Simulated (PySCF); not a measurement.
Molecule: N-Formylpyrrolidine (O=CN1CCCC1, C₅H₉NO).

Geometry:
| atom | x (Å) | y (Å) | z (Å) |
| --- | --- | --- | --- |
| O1 | 2.935 | 1.315 | 0.222 |
| C2 | 2.393 | 0.261 | -0.028 |
| N3 | 1.063 | 0.039 | 0.056 |
| C4 | 0.132 | 1.083 | 0.456 |
| C5 | -1.228 | 0.490 | 0.100 |
| C6 | -1.008 | -1.011 | 0.276 |
| C7 | 0.403 | -1.215 | -0.269 |
| H8 | 2.955 | -0.648 | -0.358 |
| H9 | 0.222 | 1.284 | 1.539 |
| H10 | 0.363 | 2.025 | -0.063 |
| H11 | -2.043 | 0.888 | 0.722 |
| H12 | -1.475 | 0.714 | -0.951 |
| H13 | -1.039 | -1.275 | 1.346 |
| H14 | -1.756 | -1.630 | -0.240 |
| H15 | 0.382 | -1.386 | -1.361 |
| H16 | 0.919 | -2.074 | 0.191 |

Spin–spin couplings on one PBE0-D3(BJ)/def2-SVP geometry, PySCF, gas phase, non-relativistic, equivalent pairs averaged (spin–dipole term only in couplings to heteroatoms); isotopes ¹³C, ¹H; functional B3LYP.

How do the couplings (Hz) change with the basis set? Times are CPU seconds on shared hosts with different chips, so compare them loosely. Far from the basis limit: 6-31G*, pcJ-0, 6-31G-J, def2-TZVP.

Answers


```tsv
basis set	functions	¹J(C2,H8)	¹J(C4,H9)	¹J(C7,H15)	¹J(C6,H13)	¹J(C5,H11)	¹J(C4,C5)	¹J(C6,C7)	core-s
6-31G*	116	185.8	158.9	155.9	149.4	149.3	48.9	48.7	16
pcJ-0	118	174.8	129.0	125.7	118.5	118.3	27.6	27.4	16
6-31G-J	120	199.0	153.6	150.4	141.9	141.7	35.9	35.7	18
def2-TZVP	271	182.8	140.5	137.4	129.5	129.3	34.5	34.4	57
pcJ-1	279	191.6	148.6	145.3	137.4	137.3	36.3	36.2	67
```

The Fermi-contact term samples the wavefunction at the nucleus, which is why sets with added tight s functions (names with J) are made for couplings.
